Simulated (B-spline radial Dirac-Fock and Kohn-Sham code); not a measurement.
Z = 18 (argon), transition energy 20 keV. Calculated with a radial finite-basis atomic code, using a Dirac-Hartree-Slater potential of the neutral atom with a Latter tail (no hole, which puts coefficients of high multipoles low close above an edge), finite nucleus with surface currents. Subshells that would emit electrons below 1 keV are left out.

Question: A pure transition shows α(K) = 1270, L1/L2 = 7.86 and L1/L3 = 2.48. What is its multipolarity?
A. M1
B. E2
C. E4
D. M3
E. E1
F. M2
G. M4
H. E3

Answer: D. For comparison, α(K), L1/L2, L1/L3 are E1 2.34, 22.7, 12.0; E2 103, 4.43, 2.42; E3 3760, 1.08, 0.598; E4 132000, 0.368, 0.206; M1 0.669, 24.6, 52.3; M2 31.0, 12.8, 9.00; M4 51200, 5.46, 1.15.
